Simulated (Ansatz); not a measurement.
Relaxation of BCl2H5OSi (10 atoms, charge 0, multiplicity 1), to a largest force component of 0.03 eV/Å in at most 50 steps.

Computed with RKS PBE/def2-SVP in Ansatz.

```xyz
10
Properties=species:S:1:pos:R:3
B -1.338 0.059 0.032
O 0.842 1.779 -0.278
Cl -2.205 0.355 -1.473
Cl -1.985 0.753 1.526
H 1.354 1.133 -0.798
Si 0.204 -1.172 0.085
H 1.227 1.695 0.614
H 1.109 -0.906 1.263
H -0.248 -2.609 0.199
H 1.039 -1.087 -1.171
```

Problem. Where does it end, and by what steps?

Solution. The run converged. After 13 steps the energy has fallen by 0.239 eV; H5 moved furthest, 0.82 Å. Joined: B1–O2 (2.79 → 1.73 Å).

```tsv
step	energy less start (eV)	largest force component (eV/Å)	accepted
0	0.0000	0.565	yes
1	0.0731	2.491	no
2	-0.0292	0.436	yes
3	-0.0385	0.769	yes
4	-0.0601	0.479	yes
5	-0.0770	0.184	yes
6	-0.1120	0.314	yes
7	-0.1695	0.712	yes
8	-0.2071	0.640	yes
9	-0.2318	0.291	yes
10	-0.2366	0.123	yes
11	-0.2353	0.131	no
12	-0.2383	0.036	yes
13	-0.2386	0.004	yes
```

```xyz
10
Properties=species:S:1:pos:R:3
B -0.821 0.376 0.003
O 0.293 1.696 -0.133
Cl -1.733 0.542 -1.574
Cl -1.745 0.793 1.512
H 0.720 1.612 -1.014
Si 0.322 -1.314 0.138
H 0.999 1.591 0.542
H 1.264 -1.251 1.324
H -0.510 -2.559 0.279
H 1.210 -1.486 -1.077
```

Whether the end is a true minimum wasn't checked by a vibrational analysis.

Run time: 24 s on 2 threads of Intel(R) Xeon(R) Platinum 8488C (Sapphire Rapids), with other jobs on the host, peak memory 0.17 GiB.
